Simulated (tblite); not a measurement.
Compound: C₇H₉O₂P.
Geometry (GFN2-xTB, Å), atoms numbered from 1 in this order:
```xyz
19
C7H9O2P angstrom
C     -2.0219    1.1875   -0.3042
C     -2.0031   -0.3051   -0.1148
C     -1.5651   -0.8392    1.2888
P     -0.5164   -1.3483   -0.0958
O     -0.4707   -2.7144   -0.6298
C      1.0149   -0.4307   -0.1523
C      2.1898   -0.7931   -0.7538
C      3.0865    0.2718   -0.5174
C      2.3916    1.1942    0.2052
O      1.1370    0.7788    0.4325
H     -1.1022    1.6318    0.0677
H     -2.8586    1.6196    0.2449
H     -2.1317    1.4462   -1.3557
H     -2.8733   -0.8159   -0.5197
H     -1.2246   -0.0794    1.9771
H     -2.2054   -1.5826    1.7449
H      2.3685   -1.7044   -1.2861
H      4.1049    0.3413   -0.8405
H      2.6702    2.1511    0.6017
```

All values are computed: GFN2-xTB (tblite) harmonic vibrations without scaling, gas phase. Against measured fundamentals such values can be off by several per cent, at times by over 20. One conformer, not necessarily the lowest.

Harmonic wavenumbers (cm⁻¹): 47.3, 94.3, 101.1, 176.2, 191.7, 202.0, 266.4, 303.2, 333.8, 392.5, 438.3, 583.7, 604.1, 684.7, 697.7, 747.1, 773.5, 825.2, 851.7, 856.4, 885.2, 907.0, 934.9, 972.9, 1012.7, 1027.9, 1081.8, 1097.5, 1113.2, 1120.6, 1160.8, 1189.9, 1224.8, 1266.0, 1303.0, 1363.4, 1382.5, 1410.4, 1431.1, 1489.5, 1491.4, 1546.6, 2993.7, 3003.0, 3029.1, 3048.0, 3050.4, 3079.4, 3163.6, 3185.3, 3194.7.

A = 1987, B = 944.0, C = 718.3 MHz; mass 156.034 u (most abundant isotopes); point group C1, symmetry number 1.

What is the zero-point energy?

½Σν̃ = 31666 cm⁻¹ = 90.54 kcal/mol.

What is S at 200 K and 1 bar for an ideal gas of classical rigid rotors and harmonic oscillators?

Translation 39.09, rotation 28.67, vibration 18.24: S = 86.0 cal/(mol K).

And Cp and H(200 K) − H(0)?

Cp = 28.61 cal/(mol K), of which vibrations give 20.66 (their classical limit is 51 R = 101.3); H(200 K) − H(0) = 3.63 kcal/mol without the zero-point energy, 2.04 from vibrations.

Which modes carry the vibrational entropy at 200 K?

47.3 cm⁻¹: 4.14; 94.3 cm⁻¹: 2.80; 101.1 cm⁻¹: 2.66; 176.2 cm⁻¹: 1.64; 191.7 cm⁻¹: 1.50; 202.0 cm⁻¹: 1.41 cal/(mol K); the other 45 give 4.09 together.

How do the functions run with temperature in this model?

```json
{"T (K)": "50", "S (cal/(mol K))": "59.4", "Cp (cal/(mol K))": "12.7", "H − H(0) (kcal/mol)": "0.49", "G − H(0) (kcal/mol)": "-2.48", "ln q(vib)": "0.43"}
{"T (K)": "100", "S (cal/(mol K))": "70.0", "Cp (cal/(mol K))": "18.6", "H − H(0) (kcal/mol)": "1.27", "G − H(0) (kcal/mol)": "-5.73", "ln q(vib)": "1.52"}
{"T (K)": "298.15", "S (cal/(mol K))": "99.4", "Cp (cal/(mol K))": "39.5", "H − H(0) (kcal/mol)": "6.97", "G − H(0) (kcal/mol)": "-22.68", "ln q(vib)": "6.58"}
{"T (K)": "373.15", "S (cal/(mol K))": "109.2", "Cp (cal/(mol K))": "47.7", "H − H(0) (kcal/mol)": "10.24", "G − H(0) (kcal/mol)": "-30.50", "ln q(vib)": "8.54"}
{"T (K)": "500", "S (cal/(mol K))": "124.9", "Cp (cal/(mol K))": "59.4", "H − H(0) (kcal/mol)": "17.07", "G − H(0) (kcal/mol)": "-45.36", "ln q(vib)": "11.89"}
{"T (K)": "750", "S (cal/(mol K))": "152.2", "Cp (cal/(mol K))": "74.8", "H − H(0) (kcal/mol)": "34.03", "G − H(0) (kcal/mol)": "-80.08", "ln q(vib)": "18.35"}
{"T (K)": "1000", "S (cal/(mol K))": "175.1", "Cp (cal/(mol K))": "84.3", "H − H(0) (kcal/mol)": "54.01", "G − H(0) (kcal/mol)": "-121.07", "ln q(vib)": "24.39"}
```

q(vib) and H(0) count from the zero-point level.

Hindered rotation and anharmonicity are outside this model. Other conformers, if any are populated, would add a mixing term that is left out. The structure is chiral; the term R ln 2 for an equal mix with its mirror image is left out.

Time: 0.83 s. Hardware: one thread of an Intel Xeon Platinum 8488C, no GPU, shared host with 96 logical CPUs at a one-minute load of 20. This covers the Hessian and the dipole derivatives.
